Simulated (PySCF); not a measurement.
# Relaxation of singlet Pd₂O

Level of theory: PBE0/[O def2-TZVP, Pd def2-TZVP with ECP28], scalar-relativistic core potentials, density fitting, no spin–orbit coupling, PySCF. A (50,194) grid was used.

A hand-made linear start, of D∞h symmetry, held to at least that symmetry:

```xyz
3
charge 0 multiplicity 1, angstrom
O     0.0000    0.0000    0.0000
Pd    0.0000    0.0000    1.8300
Pd    0.0000    0.0000   -1.8300
```

Optimiser trace:
```json
{"step": "0", "E − E(last) (kJ/mol)": "2.09", "largest gradient (Eh/bohr)": "0.01370"}
{"step": "1", "E − E(last) (kJ/mol)": "0.24", "largest gradient (Eh/bohr)": "0.00445"}
{"step": "2", "E − E(last) (kJ/mol)": "0.00", "largest gradient (Eh/bohr)": "0.00038"}
{"step": "3", "E − E(last) (kJ/mol)": "0.00", "largest gradient (Eh/bohr)": "0.00001"}
```

It ends at D∞h with O–Pd 1.862 Å (×2); Pd–O–Pd 180.0°. A frequency run shows 2 imaginary modes (one degenerate set), down to 156i cm⁻¹, so it is a higher-order saddle point. Other isomers or separated fragments may lie lower.

Final geometry:
Coordinates in bohr (charge 0 multiplicity 1):
```
O     0.0000    0.0000    0.0000
Pd    0.0000    0.0000    3.5178
Pd    0.0000    0.0000   -3.5178
```

The relaxation took about 24 core-seconds on a shared host.
